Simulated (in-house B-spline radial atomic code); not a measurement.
# Ionising Se V (Se4+) with different functionals

Computed with an all-electron radial atomic-structure program (B-spline basis): scalar-relativistic (spin-free X2C) Hamiltonian, Fermi nucleus of rms radius 4.14 fm, spin-polarised at highest spin, spherical fractional occupations for the functionals, the average over the highest-spin determinants for Hartree-Fock. The ionisation energy is the difference of two self-consistent energies, [Ar] 3d10 4s2 → [Ar] 3d10 4s1, without Breit or QED terms; ε is the level of the shell that loses the electron (its least bound occupied spin orbital). There is no spin-orbit coupling in this Hamiltonian.

```json
{"method": "Hartree-Fock", "rung": "Hartree-Fock", "ΔSCF (eV)": "65.58", "-ε(4s) (eV)": "65.81"}
{"method": "HF fractional", "rung": "Hartree-Fock", "ΔSCF (eV)": "65.58", "-ε(4s) (eV)": "65.81"}
{"method": "LDA VWN5", "rung": "LDA", "ΔSCF (eV)": "68.56", "-ε(4s) (eV)": "62.17"}
{"method": "LDA PW92", "rung": "LDA", "ΔSCF (eV)": "68.56", "-ε(4s) (eV)": "62.17"}
{"method": "LDA exchange-only", "rung": "LDA", "ΔSCF (eV)": "66.84", "-ε(4s) (eV)": "60.67"}
{"method": "PBE", "rung": "GGA", "ΔSCF (eV)": "68.11", "-ε(4s) (eV)": "61.70"}
{"method": "PBEsol", "rung": "GGA", "ΔSCF (eV)": "67.97", "-ε(4s) (eV)": "61.73"}
{"method": "BLYP", "rung": "GGA", "ΔSCF (eV)": "68.35", "-ε(4s) (eV)": "61.84"}
{"method": "RPBE", "rung": "GGA", "ΔSCF (eV)": "67.88", "-ε(4s) (eV)": "61.47"}
{"method": "PW91", "rung": "GGA", "ΔSCF (eV)": "68.23", "-ε(4s) (eV)": "61.85"}
{"method": "BP86", "rung": "GGA", "ΔSCF (eV)": "68.19", "-ε(4s) (eV)": "61.93"}
{"method": "AM05", "rung": "GGA", "ΔSCF (eV)": "67.90", "-ε(4s) (eV)": "61.69"}
{"method": "OLYP", "rung": "GGA", "ΔSCF (eV)": "67.64", "-ε(4s) (eV)": "61.25"}
{"method": "TPSS", "rung": "meta-GGA", "ΔSCF (eV)": "67.67", "-ε(4s) (eV)": "61.59"}
{"method": "SCAN", "rung": "meta-GGA", "ΔSCF (eV)": "67.67", "-ε(4s) (eV)": "62.16"}
{"method": "r2SCAN", "rung": "meta-GGA", "ΔSCF (eV)": "67.53", "-ε(4s) (eV)": "61.99"}
{"method": "revTPSS", "rung": "meta-GGA", "ΔSCF (eV)": "67.54", "-ε(4s) (eV)": "61.56"}
{"method": "PBE0", "rung": "global hybrid", "ΔSCF (eV)": "67.68", "-ε(4s) (eV)": "62.98"}
{"method": "B3LYP", "rung": "global hybrid", "ΔSCF (eV)": "68.20", "-ε(4s) (eV)": "63.03"}
{"method": "TPSSh", "rung": "global hybrid", "ΔSCF (eV)": "67.55", "-ε(4s) (eV)": "62.11"}
{"method": "M06-2X", "rung": "global hybrid", "ΔSCF (eV)": "67.73", "-ε(4s) (eV)": "63.41"}
{"method": "BHandHLYP", "rung": "global hybrid", "ΔSCF (eV)": "67.59", "-ε(4s) (eV)": "64.35"}
{"method": "r2SCAN0", "rung": "global hybrid", "ΔSCF (eV)": "67.33", "-ε(4s) (eV)": "63.23"}
{"method": "B97-1", "rung": "global hybrid", "ΔSCF (eV)": "68.02", "-ε(4s) (eV)": "62.69"}
{"method": "HSE06", "rung": "range-separated hybrid", "ΔSCF (eV)": "67.76", "-ε(4s) (eV)": "62.72"}
{"method": "wB97X", "rung": "range-separated hybrid", "ΔSCF (eV)": "67.71", "-ε(4s) (eV)": "65.86"}
{"method": "CAM-B3LYP", "rung": "range-separated hybrid", "ΔSCF (eV)": "68.19", "-ε(4s) (eV)": "64.83"}
{"method": "LC-wPBE", "rung": "range-separated hybrid", "ΔSCF (eV)": "67.84", "-ε(4s) (eV)": "66.25"}
```

Q: Among the functionals, which spreads more, the ΔSCF values or the orbital energies?

A: The orbital energies: ΔSCF values span about 1.72 eV and the orbital energies 5.58 eV.

Q: How do they compare with the NIST value?

A: NIST lists 68.3 eV ± 0.1 (semi-empirical, ground level to ground level). Errors run from -2.72 to +0.26 eV; BLYP is closest (+0.05 eV), though others lie within the uncertainty of it, and part of that can be cancellation, since the calculations leave out Breit-QED terms. Hartree-Fock also lacks correlation.
